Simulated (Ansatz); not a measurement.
**FH4Si2Sn+: where a starting geometry ends**

The starting geometry of this gas-phase singlet was optimised with GFN2-xTB.

```xyz
8

F     0.3436   -0.9664    0.5870
Si    0.8844   -0.1852    1.9851
Si    1.9892   -2.2567    2.6139
Sn    1.4642   -3.4631    0.2363
H    -0.3927    0.1838    2.5903
H     1.5315    0.9923    1.4200
H     3.0488   -1.8123    3.5711
H     3.1575   -2.2386    0.6088
```

Question: Predict what becomes of its bonds when it is optimised with PBE0-D3(BJ)/def2-SVP.

Answer: It rearranges, giving a structure with F1 bridging Si2 and Sn4, given below by its coordinates. Distances that change by over a tenth: F1–Sn4 (2.76 → 2.29 Å). Contacts that open: Sn4–H8 (2.12 → 3.58 Å). Contacts that close: Si3–H8 (2.32 → 1.49 Å).

The energy falls by 1.58 eV over 16 steps:

```json
{"step": "1", "E − E(last) (eV)": "1.576"}
{"step": "3", "E − E(last) (eV)": "0.585"}
{"step": "4", "E − E(last) (eV)": "0.385"}
{"step": "6", "E − E(last) (eV)": "0.265"}
{"step": "8", "E − E(last) (eV)": "0.158"}
{"step": "9", "E − E(last) (eV)": "0.100"}
{"step": "11", "E − E(last) (eV)": "0.011"}
{"step": "13", "E − E(last) (eV)": "0.001"}
{"step": "14", "E − E(last) (eV)": "0.000"}
{"step": "16", "E − E(last) (eV)": "0.000"}
```

Final geometry (Å):

```tsv
atom	x (Å)	y (Å)	z (Å)
F	-0.0017	-1.2352	0.6481
Si	0.9137	-0.2335	1.7514
Si	2.5151	-1.9156	2.0787
Sn	0.9535	-3.2978	0.3525
H	-0.0402	0.0576	2.8478
H	1.2851	0.9493	0.9391
H	2.5355	-2.4820	3.4575
H	3.8653	-1.5890	1.5374
```

Frequencies at the end are all real (lowest 69 cm⁻¹). Atoms past krypton carry core potentials, without spin–orbit terms. Run with Ansatz 0.2.0, 120 s on 1 thread of Arm Neoverse N1, on a shared host.
